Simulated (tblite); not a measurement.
Species: 4'-fluoroacetophenone, C8H7FO.
Structure used (GFN2-xTB), in Å, numbered top down from 1:
```xyz
17
C8H7FO angstrom
C      2.6051   -0.7450   -0.1159
C      1.7370    0.4041    0.3321
O      2.2086    1.4026    0.8271
C      0.2679    0.2618    0.1386
C     -0.5433    1.3123    0.5729
C     -1.9150    1.2582    0.4352
C     -2.4741    0.1347   -0.1497
F     -3.8105    0.0653   -0.2922
C     -1.6983   -0.9234   -0.5923
C     -0.3258   -0.8562   -0.4462
H      2.4881   -0.9053   -1.1854
H      2.3252   -1.6566    0.4076
H      3.6444   -0.5106    0.1000
H     -0.0672    2.1710    1.0219
H     -2.5495    2.0630    0.7708
H     -2.1734   -1.7811   -1.0420
H      0.2739   -1.6828   -0.7924
```

All values are computed: GFN2-xTB (tblite) harmonic vibrations without scaling, gas phase. Errors from tens to a few hundred cm⁻¹ against measured bands are possible. One conformer, not necessarily the lowest.

Task: How many normal modes are there?

Result: 17 atoms, non-linear: 3N − 6 = 45.

Task: What is the point group of the computed structure, and how do the modes divide by symmetry?

Result: Cs. The vibrations span 30 a′ + 15 a″.

Task: How many distinct wavenumbers does the calculation give?

Result: 45: Cs has no degenerate species.

Task: How many fundamentals are allowed in the infrared by symmetry?

Result: 45 of 45: in Cs every mode is allowed. All fundamentals are allowed in the Raman spectrum.

Task: Which of the modes above 1550 cm⁻¹ are stretches that can be named?

Result: C=O 1730; sp3 C–H 3028, 3031, 3057; aromatic C–H 3098, 3103, 3112, 3113; not assigned to one kind of bond 1580, 1590 cm⁻¹.

Task: Treat the C=O stretch at 1730 cm⁻¹ as a diatomic oscillator. What force constant follows?

Result: With μ = 6.856 u, k = μ(2πcν̃)² = 1208 N/m; the bond's atoms carry 98 % of the mode, and this is an estimate.

Task: Give the mode at 3112.7 cm⁻¹ as a wavelength, a frequency, a period and a quantum of energy.

Result: 3.213 μm, 93.32 THz, 10.7 fs, 385.9 meV or 37.24 kJ/mol.
